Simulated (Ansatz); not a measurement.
```yaml
crystal:
  periodic: [false, false, false]
  atoms:
    - {symbol: C, position_ang: [0.020136, 1.211215, 0.047999]}
    - {symbol: Sn, position_ang: [0.006679, -0.903514, 0.175300]}
    - {symbol: F, position_ang: [1.821283, -1.440096, -0.166810]}
    - {symbol: I, position_ang: [-1.431775, -1.950100, -1.814592]}
    - {symbol: H, position_ang: [-0.991554, 1.593843, 0.178199]}
    - {symbol: H, position_ang: [0.673617, 1.613502, 0.821928]}
    - {symbol: H, position_ang: [0.395085, 1.490867, -0.935409]}
    - {symbol: H, position_ang: [-0.401373, -1.672818, 1.637585]}
basis:
  gaussian: {orbitals: def2-mTZVP, final_grid: {core_spheres: 20, valence_spheres: 16, degree: 47}}
hamiltonian: {xc: {name: r2SCAN50}}
multiplicity: 3
output: {forces: true}
```

```sh
$ ansatz run in.yaml --threads 4 --pin off --events-out ev --progress --plain --max-ram 10444MiB
```

Shortened log:

```
Error: YAML parse error: error: line 15 column 1: unknown field `multiplicity`, expected one of crystal, accuracy, basis, kpoints, hamiltonian, magnetization, projection, total_charge, correlation, batch, efield, external_charges, scf, relax, neb, saddle, md, ramp, phonons, dielectric, real_time, elastic, magnetic_configurations, gw, evaluate, workflow, output, checkpoint, execution
13 |   gaussian: {orbitals: def2-mTZVP, final_grid: {core_spheres: 20,…
14 | hamiltonian: {xc: {name: r2SCAN50}}
15 | multiplicity: 3
16 | output: {forces: true}
```

Problem. What is wrong with this run?

Solution. The input holds a key that doesn't belong there. The program refused the input.
